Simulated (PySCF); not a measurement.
CH₃Si, SMILES [CH]=[SiH2], multiplicity 2. Geometry: PBE-D3(BJ)/def2-TZVP. The isomer is the one that the SMILES or the coordinates give; other isomers of the formula were not compared.

Level of theory: PBE-D3(BJ)/def2-TZVP in PySCF 2.14.0.

Harmonic wavenumbers (cm⁻¹): 189, 265, 570, 628, 906, 1046, 2183, 2197, 3273. Rotational constants (GHz): 158.8, 15.66, 14.26; symmetry number 2.

Q: Work out the zero-point energy and the ideal-gas rigid-rotor harmonic-oscillator thermochemistry at 298.15 K and 1 atm.

A: ZPE = ½ Σ hcν = ½ × 11258 cm⁻¹ = 16.09 kcal/mol. H − E(el) = 19.37 kcal/mol. Entropy in cal/(mol K): translation 37.21, rotation 18.37, vibration 4.99, spin 1.38, total 61.94. G − E(el) = 0.91 kcal/mol. Cp = 14.44 cal/(mol K).
